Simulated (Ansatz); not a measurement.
ClFH2MoN2, SMILES `[NH]=[Mo](=[NH])([F])[Cl]`. Total charge 0; spin multiplicity 1. Correlated methods include outer-core shells of Mo, which these sets cover unevenly. Mo: def2 effective core potential.

Cartesian coordinates in Å:
```
N -1.368 0.522 -0.167
Mo 0.294 0.176 -0.392
N 0.754 -1.041 0.722
F 0.541 -0.469 -2.114
Cl 1.457 2.054 0.132
H -2.250 0.418 0.318
H 0.572 -1.661 1.501
```

**Question.** Give the diagnostics of a CCSD(T)/def2-TZVPP run (frozen core, Ansatz). (An estimate is asked.)

**Answer.** The calculation gave: T1 = 0.0212, largest single amplitude 0.053, largest double 0.038, (T) share of the correlation energy 5.7 %, 14 CCSD cycles. The RHF solution is unstable towards an unrestricted one. T1 lies over the customary mark of 0.02 for closed shells; compounds of d metals often pass it without a breakdown.
